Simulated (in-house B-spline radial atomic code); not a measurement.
Ionising Tl II (Tl+) with different functionals

Computed with a radial B-spline atomic code at the basis-set limit: scalar-relativistic (spin-free X2C) Hamiltonian, Fermi nucleus of rms radius 5.4759 fm, spin-polarised at highest spin, spherical fractional occupations for the functionals, the average over the highest-spin determinants for Hartree-Fock. The ionisation energy is the difference of two self-consistent energies, [Xe] 4f14 5d10 6s2 → [Xe] 4f14 5d10 6s1, without Breit or QED terms; ε is the level of the shell that loses the electron (its least bound occupied spin orbital). There is no spin-orbit coupling in this Hamiltonian.

```
           method           rung  ΔSCF (eV)  -ε(6s) (eV)
     Hartree-Fock   Hartree-Fock      18.35        18.71
    HF fractional   Hartree-Fock      18.35        18.71
         LDA VWN5            LDA      20.95        16.65
         LDA PW92            LDA      20.96        16.65
LDA exchange-only            LDA      19.59        15.41
              PBE            GGA      20.51        16.27
           PBEsol            GGA      20.55        16.34
             BLYP            GGA      20.59        16.27
             RPBE            GGA      20.36        16.14
             PW91            GGA      20.61        16.36
             BP86            GGA      20.68        16.46
             AM05            GGA      20.51        16.30
             OLYP            GGA      20.20        15.99
             TPSS       meta-GGA      20.29        16.17
             SCAN       meta-GGA      20.60        16.79
           r2SCAN       meta-GGA      20.36        16.51
          revTPSS       meta-GGA      20.26        16.18
             PBE0  global hybrid      20.18        17.12
            B3LYP  global hybrid      20.50        17.11
            TPSSh  global hybrid      20.18        16.52
        BHandHLYP  global hybrid      19.96        17.95
          r2SCAN0  global hybrid      20.14        17.36
            B97-1  global hybrid      20.30        16.91
```

Among the functionals, which spreads more, the ΔSCF values or the orbital energies?

The orbital energies: ΔSCF values span about 1.37 eV and the orbital energies 2.54 eV.

How do they compare with the NIST value?

NIST lists 20.428 eV (measured, ground level to ground level). Errors run from -2.08 to +0.53 eV; RPBE is closest (-0.07 eV), but part of that can be cancellation, since the calculations leave out Breit-QED terms. Hartree-Fock also lacks correlation.
